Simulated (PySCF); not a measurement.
Job for PySCF: R-BP86/6-31G* on HKO (SMILES [OH][K]), a point of a bond scan (R = 1.149 Å).

```python
from pyscf import gto, scf, dft, mp
from pyscf.data.elements import chemcore

mol = gto.M(
    atom='''
    K    -0.00000000   -0.00000000   -0.74842630
    O     0.00000000    0.00000000    1.47363496
    H     0.00000000    0.00000000    2.62249708
    ''',
    basis='6-31g*',
    cart=True,
    charge=0, spin=0, verbose=3, max_memory=1800)
mf = dft.RKS(mol, xc='b88,p86')
mf.conv_tol = 1e-8
mf.max_cycle = 100
mf.kernel()
if not mf.converged:
    mf = mf.newton().run(mf.mo_coeff, mf.mo_occ)
```

It printed:

```
converged SCF energy = -675.732767117216
```

The calculation finished and met its thresholds.

Cost: very roughly 1.6 core-seconds.
